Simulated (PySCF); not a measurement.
OTa (SMILES [O]=[Ta]), doublet, geometry from GFN2-xTB (such geometries of metal compounds can be far from the true shape) (core potentials on Ta); PBE0/def2-SV(P) (PySCF).

Here is a job for PySCF.
```python
from pyscf import gto, scf, dft

mol = gto.M(
    atom='''
Ta   -0.000000   -0.000000   -0.169902
O     0.000000    0.000000    1.550353
''',
    basis='def2-sv(p)',
    ecp={'Ta': 'def2-sv(p)'},
    charge=0,
    spin=1,
    verbose=4,
)

mf = dft.UKS(mol)
mf.xc = 'pbe0'
mf.level_shift = 1.0
mf.max_cycle = 100
mf.kernel()
```

What the program printed (banner, timings and long lists left out):

```
PySCF version 2.14.0

[INPUT] verbose = 4
[INPUT] num. atoms = 2
[INPUT] num. electrons = 21
[INPUT] charge = 0
[INPUT] spin (= nelec alpha-beta = 2S) = 1
[INPUT] symmetry False subgroup None
[INPUT] Mole.unit = angstrom
[INPUT] Symbol           X                Y                Z      unit          X                Y                Z       unit  Magmom
[...]
nuclear repulsion = 31.9920185877559
number of shells = 17
number of NR pGTOs = 74
number of NR cGTOs = 39
basis = def2-sv(p)
ecp = {'Ta': 'def2-sv(p)'}

******** <class 'pyscf.dft.uks.UKS'> ********
method = UKS
initial guess = minao
damping factor = 0
level_shift factor = 1.0
DIIS = <class 'pyscf.scf.diis.CDIIS'>
diis_start_cycle = 1
diis_space = 8
diis_damp = 0
SCF conv_tol = 1e-09
SCF conv_tol_grad = None
SCF max_cycles = 100
direct_scf = True
direct_scf_tol = 1e-13
number electrons alpha = 11  beta = 10
XC library pyscf.dft.libxc version 7.1.2
    S. Lehtola, C. Steigemann, M. J. T. Oliveira, and M. A. L. Marques,  SoftwareX 7, 1–5 (2018)
XC functionals = pbe0
    C. Adamo and V. Barone,  J. Chem. Phys. 110, 6158 (1999)
    M. Ernzerhof and G. E. Scuseria,  J. Chem. Phys. 110, 5029 (1999)
radial grids:
    Treutler-Ahlrichs [JCP 102, 346 (1995); DOI:10.1063/1.469408] (M4) radial grids

becke partition: Becke, JCP 88, 2547 (1988); DOI:10.1063/1.454033
pruning grids: <function nwchem_prune>
grids dens level: 3
symmetrized grids: False
atomic radii adjust function: <function treutler_atomic_radii_adjust>
small_rho_cutoff = 0
Set gradient conv threshold to 3.16228e-05
tot grids = 38096
init E= -119.218845808506

cycle= 1 E= -131.753345567479  delta_E= -12.5  |g|= 0.835  |ddm|= 5.02
cycle= 2 E= -131.952383937354  delta_E= -0.199  |g|= 0.393  |ddm|= 0.704
cycle= 3 E= -131.993904021786  delta_E= -0.0415  |g|= 0.197  |ddm|= 0.231
cycle= 4 E= -132.006962153782  delta_E= -0.0131  |g|= 0.0777  |ddm|= 0.133
cycle= 5 E= -132.009548790143  delta_E= -0.00259  |g|= 0.0406  |ddm|= 0.0717
cycle= 6 E= -132.01057129289  delta_E= -0.00102  |g|= 0.0247  |ddm|= 0.0559
cycle= 7 E= -132.011115138363  delta_E= -0.000544  |g|= 0.0156  |ddm|= 0.0461
cycle= 8 E= -132.011402538566  delta_E= -0.000287  |g|= 0.0115  |ddm|= 0.0352
cycle= 9 E= -132.011572288953  delta_E= -0.00017  |g|= 0.00879  |ddm|= 0.0268
cycle= 10 E= -132.011675728827  delta_E= -0.000103  |g|= 0.00647  |ddm|= 0.0205
cycle= 11 E= -132.011739699757  delta_E= -6.4e-05  |g|= 0.00487  |ddm|= 0.0159
[...]
cycle= 19 E= -132.011847085125  delta_E= -2.84e-06  |g|= 0.000987  |ddm|= 0.00279
cycle= 20 E= -132.011849353015  delta_E= -2.27e-06  |g|= 0.000848  |ddm|= 0.00252
cycle= 21 E= -132.011851130347  delta_E= -1.78e-06  |g|= 0.000729  |ddm|= 0.00226
cycle= 22 E= -132.011852402274  delta_E= -1.27e-06  |g|= 0.000646  |ddm|= 0.00189
cycle= 23 E= -132.011853414148  delta_E= -1.01e-06  |g|= 0.000546  |ddm|= 0.0017
cycle= 24 E= -132.011854168753  delta_E= -7.55e-07  |g|= 0.000473  |ddm|= 0.00146
cycle= 25 E= -132.011854749565  delta_E= -5.81e-07  |g|= 0.000405  |ddm|= 0.0013
cycle= 26 E= -132.011855180637  delta_E= -4.31e-07  |g|= 0.00035  |ddm|= 0.00112
cycle= 27 E= -132.011855497485  delta_E= -3.17e-07  |g|= 0.000305  |ddm|= 0.000961
cycle= 28 E= -132.01185573905  delta_E= -2.42e-07  |g|= 0.000259  |ddm|= 0.000847
cycle= 29 E= -132.011855915649  delta_E= -1.77e-07  |g|= 0.000222  |ddm|= 0.000727
cycle= 30 E= -132.011856045422  delta_E= -1.3e-07  |g|= 0.000191  |ddm|= 0.000627
cycle= 31 E= -132.011856140351  delta_E= -9.49e-08  |g|= 0.000163  |ddm|= 0.000536
cycle= 32 E= -132.011856209363  delta_E= -6.9e-08  |g|= 0.000139  |ddm|= 0.000454
cycle= 33 E= -132.011856259246  delta_E= -4.99e-08  |g|= 0.000119  |ddm|= 0.000383
cycle= 34 E= -132.011856296099  delta_E= -3.69e-08  |g|= 0.000101  |ddm|= 0.000329
cycle= 35 E= -132.011856323191  delta_E= -2.71e-08  |g|= 8.66e-05  |ddm|= 0.00028
cycle= 36 E= -132.011856342952  delta_E= -1.98e-08  |g|= 7.4e-05  |ddm|= 0.000238
cycle= 37 E= -132.011856357756  delta_E= -1.48e-08  |g|= 6.35e-05  |ddm|= 0.000207
cycle= 38 E= -132.011856368496  delta_E= -1.07e-08  |g|= 5.44e-05  |ddm|= 0.000175
cycle= 39 E= -132.011856376391  delta_E= -7.89e-09  |g|= 4.65e-05  |ddm|= 0.00015
cycle= 40 E= -132.011856382236  delta_E= -5.85e-09  |g|= 4e-05  |ddm|= 0.00013
cycle= 41 E= -132.011856386541  delta_E= -4.31e-09  |g|= 3.44e-05  |ddm|= 0.000113
cycle= 42 E= -132.01185638969  delta_E= -3.15e-09  |g|= 2.95e-05  |ddm|= 9.66e-05
cycle= 43 E= -132.011856391978  delta_E= -2.29e-09  |g|= 2.54e-05  |ddm|= 8.28e-05
cycle= 44 E= -132.011856393629  delta_E= -1.65e-09  |g|= 2.18e-05  |ddm|= 7.02e-05
cycle= 45 E= -132.011856394824  delta_E= -1.19e-09  |g|= 1.87e-05  |ddm|= 5.95e-05
cycle= 46 E= -132.01185639569  delta_E= -8.66e-10  |g|= 1.61e-05  |ddm|= 5.06e-05
Extra cycle  E= -132.011856397389  delta_E= -1.7e-09  |g|= 1.3e-05  |ddm|= 0.000149
converged SCF energy = -132.011856397389  <S^2> = 0.76418189  2S+1 = 2.014132
```
